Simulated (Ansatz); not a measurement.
A first, cheap relaxation of F$_{2}$H$_{2}$NSi, SMILES `[NH][SiH](F)F` radical.

```yaml
crystal:
  periodic: [false, false, false]
  atoms:
    - {symbol: N, position_ang: [0.005100, 0.846700, -1.042700]}
    - {symbol: Si, position_ang: [0.194500, -0.267600, 0.234500]}
    - {symbol: F, position_ang: [1.601000, -0.950600, 0.053300]}
    - {symbol: F, position_ang: [-0.871800, -1.370400, 0.135000]}
    - {symbol: H, position_ang: [-0.998000, 1.235900, -0.970100]}
    - {symbol: H, position_ang: [0.111300, 0.441900, 1.543800]}
basis:
  gaussian: {orbitals: def2-SVP}
magnetization: {spin_polarized: true, initial_magnetization: 1}
hamiltonian: {xc: pbe, dispersion: d4}
relax: {f_tol: 0.03, max_steps: 200}
```

```sh
$ ansatz run in.yaml --threads 2 --pin off --events-out ev --progress --plain
```

Shortened log:

```
Functional definition: PBE
mean field -14816.20797519 eV, -544.4856003017 hartree, gradient 4.6e-5 eV, S^2 0.752310; 3 other end points of the search recorded, 0 dependent functions left out
relax step   1: F+E_penalty+E_count = -14816.30538236 eV  Δ(F+E_penalty+E_count) = +0.000e0 eV  max|allowed force component| = 2.871e0 eV/Å  Δτ_max = 0.0000 Å  (62 SCF iters, accepted)
mean field -14816.42146939 eV, -544.4934460690 hartree, gradient 1.2e-5 eV, S^2 0.752335; 0 other end points of the search recorded, 0 dependent functions left out
relax step   2: F+E_penalty+E_count = -14816.51825058 eV  Δ(F+E_penalty+E_count) = -2.129e-1 eV  max|allowed force component| = 1.549e0 eV/Å  Δτ_max = 0.0463 Å  (34 SCF iters, accepted)
mean field -14816.50628101 eV, -544.4965628386 hartree, gradient 1.1e-5 eV, S^2 0.752400; 0 other end points of the search recorded, 0 dependent functions left out
relax step   3: F+E_penalty+E_count = -14816.60234047 eV  Δ(F+E_penalty+E_count) = -8.409e-2 eV  max|allowed force component| = 2.945e-1 eV/Å  Δτ_max = 0.0536 Å  (33 SCF iters, accepted)
mean field -14816.51148942 eV, -544.4967542442 hartree, gradient 5.6e-5 eV, S^2 0.752398; 0 other end points of the search recorded, 0 dependent functions left out
relax step   4: F+E_penalty+E_count = -14816.60755556 eV  Δ(F+E_penalty+E_count) = -5.215e-3 eV  max|allowed force component| = 5.386e-1 eV/Å  Δτ_max = 0.0794 Å  (32 SCF iters, accepted)
mean field -14816.43059564 eV, -544.4937814524 hartree, gradient 1.9e-5 eV, S^2 0.752570; 0 other end points of the search recorded, 0 dependent functions left out
relax step   5: F+E_penalty+E_count = -14816.52624969 eV  Δ(F+E_penalty+E_count) = +8.131e-2 eV  max|allowed force component| = 2.059e0 eV/Å  Δτ_max = 0.1983 Å  (36 SCF iters, rejected (line search))
mean field -14816.52223579 eV, -544.4971491657 hartree, gradient 3.3e-5 eV, S^2 0.752459; 0 other end points of the search recorded, 0 dependent functions left out
relax step   6: F+E_penalty+E_count = -14816.61807726 eV  Δ(F+E_penalty+E_count) = -1.052e-2 eV  max|allowed force component| = 2.020e-1 eV/Å  Δτ_max = 0.0990 Å  (34 SCF iters, accepted)
mean field -14816.52522556 eV, -544.4972590376 hartree, gradient 4.1e-5 eV, S^2 0.752443; 0 other end points of the search recorded, 0 dependent functions left out
relax step   7: F+E_penalty+E_count = -14816.62107076 eV  Δ(F+E_penalty+E_count) = -2.994e-3 eV  max|allowed force component| = 6.591e-2 eV/Å  Δτ_max = 0.1000 Å  (33 SCF iters, accepted)
mean field -14816.52677297 eV, -544.4973159041 hartree, gradient 2.1e-5 eV, S^2 0.752435; 0 other end points of the search recorded, 0 dependent functions left out
relax step   8: F+E_penalty+E_count = -14816.62262739 eV  Δ(F+E_penalty+E_count) = -1.557e-3 eV  max|allowed force component| = 5.717e-2 eV/Å  Δτ_max = 0.0380 Å  (32 SCF iters, accepted)
mean field -14816.52730552 eV, -544.4973354748 hartree, gradient 1.9e-5 eV, S^2 0.752428; 0 other end points of the search recorded, 0 dependent functions left out
relax step   9: F+E_penalty+E_count = -14816.62314296 eV  Δ(F+E_penalty+E_count) = -5.156e-4 eV  max|allowed force component| = 9.752e-3 eV/Å  Δτ_max = 0.0285 Å  (33 SCF iters, accepted)
mean field -14816.52732142 eV, -544.4973360592 hartree, gradient 1.3e-5 eV, S^2 0.752421; 0 other end points of the search recorded, 0 dependent functions left out
relax step  10: F+E_penalty+E_count = -14816.62315902 eV  Δ(F+E_penalty+E_count) = -1.606e-5 eV  max|allowed force component| = 1.219e-1 eV/Å  Δτ_max = 0.0378 Å  (33 SCF iters, accepted)
mean field -14816.52769505 eV, -544.4973497900 hartree, gradient 2.2e-5 eV, S^2 0.752401; 0 other end points of the search recorded, 0 dependent functions left out
relax step  11: F+E_penalty+E_count = -14816.62353736 eV  Δ(F+E_penalty+E_count) = -3.783e-4 eV  max|allowed force component| = 2.028e-2 eV/Å  Δτ_max = 0.0313 Å  (31 SCF iters, accepted)
mean field -14816.52769505 eV, -544.4973497900 hartree, gradient 2.4e-5 eV, S^2 0.752401; 4 other end points of the search recorded, 0 dependent functions left out
Total energy: -14816.62356495 eV, -544.5008729438 hartree
Atom 0 at    -0.058873     1.105356    -0.817593 Å, force     0.009683    -0.018287     0.016466 eV/Å
Atom 1 at     0.174845    -0.221901     0.304251 Å, force     0.006513     0.020278     0.013254 eV/Å
Atom 2 at     1.588374    -0.927979    -0.077019 Å, force    -0.019276     0.003731    -0.003924 eV/Å
Atom 3 at    -0.964684    -1.386239     0.229390 Å, force     0.009935     0.001070    -0.002255 eV/Å
Atom 4 at    -0.929528     1.055063    -1.380695 Å, force    -0.003284    -0.000735    -0.003857 eV/Å
Atom 5 at     0.231967     0.311600     1.695467 Å, force    -0.003571    -0.006057    -0.019684 eV/Å
Dipole moment:    -0.289362     0.153720    -0.000826 e Å
```

It took 19 s on 2 threads of a server CPU on a shared host, with 0.16 GiB of host memory at the peak.
